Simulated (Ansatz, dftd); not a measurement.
Reaction: H3BO2 (SMILES OBO) → H2BO2 (SMILES [B](O)O, doublet) + H (doublet) (the B-H bond breaks)
Each species at its own B3LYP-D3(BJ)/def2-TZVP minimum (Ansatz, a program for electronic structure), one conformer.

Quantity: bond dissociation energy (electronic), in kcal/mol. Open shells are spin-unrestricted; no spin-orbit coupling. Cores are frozen in correlated methods. Rows without X2C or -DK are non-relativistic. CBS(X,Y): correlation extrapolated as X^-3, Hartree-Fock from the larger set (Q,5: extrapolated as (X+1)exp(-9√X)). A bracket is a step between two methods taken in the basis named. Functionals run without relativity, which enters their misses. Double hybrids freeze cores in their MP2 part. 'core' is core correlation in cc-pwCVTZ, 'X2C' scalar relativity in cc-pVTZ-DK, both at CCSD(T). For partners of very few electrons the exact lower level stands in for a higher one.

Compared with CCSD(T)/CBS(cc-pVQZ,cc-pV5Z) + [CCSDT(Q) - CCSD(T)]/cc-pVDZ + core + X2C (Ansatz): 117.4 kcal/mol.

Costs are rough ratios of core time, to one figure, on one kind of shared machine, summed over the single points of the molecules; atoms, geometries and frequencies are left out. The first row took roughly 10 core seconds; short runs hold start-up time.

```csv
level,program,cost relative to the first row,difference (kcal/mol)
PBE0/def2-TZVPD,Ansatz,1,-5.6
B2PLYP-D3(BJ)/def2-TZVPD,Ansatz + dftd3,1,-2.4
B2PLYP-D4/def2-TZVPD,Ansatz + dftd4,1,-2.4
wB97X-V/def2-TZVPD,Ansatz,2,0.1
wB97M-V/def2-TZVPD,Ansatz,2,0.6
CCSD(T)/cc-pVTZ,Ansatz,4,-0.6
CCSDT(Q)/cc-pVDZ,Ansatz,30,-2.7
```

The dearest row costs roughly 30 times the first. Costs within a factor of two don't rank. The table holds for this case alone.
